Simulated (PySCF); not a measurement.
C2H7BFNS. Atoms are numbered in the order given.

```xyz
13

B      0.3060     0.1321    -0.4283
F      1.2012    -0.2763    -1.3400
N     -0.1242    -0.7780     0.5511
C     -0.9947    -0.4696     1.6546
C      0.2746    -2.1667     0.4859
H     -2.0083    -0.8896     1.5169
H     -0.5890    -0.8869     2.5926
H     -1.0833     0.6150     1.7960
H      0.8226    -2.4653     1.3974
H     -0.6049    -2.8289     0.3926
H      0.9264    -2.3339    -0.3794
S     -0.2109     1.8759    -0.6285
H     -1.2395     1.8649     0.2404
```
Charge 0, spin multiplicity 1.

Coordinates come from a PBE0-D3(BJ)/def2-SVP optimisation. This is a generated structure with no PubChem entry under its InChIKey; it may be hypothetical. Other conformers were not sampled.

Calculation: PySCF with PBE/def2-TZVP.

ESP charges are fitted to the potential on shells at 1.4 to 2.0 van der Waals radii. Atomic charges (e):

| atom | IAO | ESP fit | Löwdin | Mulliken |
|---|---|---|---|---|
| B1 | 0.32 | 0.07 | -1.19 | 0.20 |
| F2 | -0.32 | -0.12 | 0.32 | -0.23 |
| N3 | -0.24 | 0.19 | [?] | 0.01 |
| C4 | -0.31 | -0.56 | [?] | -0.30 |
| C5 | -0.32 | -0.35 | [?] | -0.31 |
| H6 | 0.14 | 0.16 | [?] | 0.13 |
| H7 | 0.14 | 0.17 | [?] | 0.12 |
| H8 | 0.15 | 0.16 | [?] | 0.10 |
| H9 | 0.14 | 0.12 | [?] | 0.12 |
| H10 | 0.14 | 0.12 | [?] | 0.12 |
| H11 | 0.17 | 0.12 | [?] | 0.15 |
| S12 | -0.10 | -0.25 | 0.44 | -0.25 |
| H13 | 0.09 | 0.17 | 0.06 | 0.14 |

### Question
What belongs in the gaps? (An estimate is asked for; the answer gives what the named calculation found.)

### Answer

- N3, Löwdin: 0.20
- C4, Löwdin: -0.30
- C5, Löwdin: -0.28
- H6, Löwdin: 0.12
- H7, Löwdin: 0.12
- H8, Löwdin: 0.12
- H9, Löwdin: 0.12
- H10, Löwdin: 0.12
- H11, Löwdin: 0.14

### Question
Give the Mayer and Wiberg (Löwdin basis) orders of the bonds. (Estimate from the structure and the level; the computed values follow.)

### Answer

```
bond     Mayer  Wiberg
-------  -----  ------
B1–F2     1.15    2.02
B1–N3     1.36    1.60
N3–C4     0.96    1.27
N3–C5     0.94    1.24
C4–H6     0.96    0.91
C4–H7     0.96    0.90
C4–H8     0.96    0.90
C5–H9     0.96    0.91
C5–H10    0.96    0.91
C5–H11    0.96    0.89
B1–S12    1.24    1.85
S12–H13   0.94    0.97
```
